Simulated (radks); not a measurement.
Q: Spherical quantum dot in the effective-mass picture: electrons in a well V = -V0 / (1 + exp((r - R)/a)) with V0 = 19.4, R = 3.41, a = 0.18, all in effective atomic units (hartree* = m*/eps^2 hartree, bohr* = eps/m* bohr), one dielectric constant everywhere. Method: non-relativistic Kohn-Sham, PBE, spin-polarised, spherical densities; computed with a radial shooting solver with Libxc functionals. Levels are named by radial order and angular momentum (1s, 1p, 1d, 2s, ...), and open shells are averaged over m. Each electron was tried in the lowest free levels, single moves between levels near the top were tried too, and the lowest total energy was kept; such a search can miss a lower state. Give the order in which the levels fill up to N = 36, the shell closures and the spin along the way.

A: Shells are first occupied in the order 1s, 1p, 1d, 1f, 2s, 1g. Open shells at each N (closed shells left out): 1: 1s(up 1, down 0); 2: none; 3: 1p(up 1, down 0); 4: 1p(up 2, down 0); 5: 1p(up 3, down 0); 6: 1p(up 3, down 1); 7: 1p(up 3, down 2); 8: none; 9: 1d(up 1, down 0); 10: 1d(up 2, down 0); 11: 1d(up 3, down 0); 12: 1d(up 4, down 0); 13: 1d(up 5, down 0); 14: 1d(up 5, down 1); 15: 1d(up 5, down 2); 16: 1d(up 5, down 3); 17: 1d(up 5, down 4); 18: none; 19: 1f(up 1, down 0); 20: 1f(up 2, down 0); 21: 1f(up 3, down 0); 22: 1f(up 4, down 0); 23: 1f(up 5, down 0); 24: 1f(up 6, down 0); 25: 1f(up 7, down 0); 26: 1f(up 7, down 1); 27: 1f(up 7, down 2); 28: 1f(up 7, down 3); 29: 1f(up 7, down 4); 30: 1f(up 7, down 5); 31: 1f(up 7, down 6); 32: none; 33: 2s(up 1, down 0); 34: none; 35: 1g(up 1, down 0); 36: 1g(up 2, down 0). All shells are closed at N = 2, 8, 18, 32, 34 (there: 1s2 1p6 1d10 2s2 1f14). Largest 2S: 7, at N = 25.
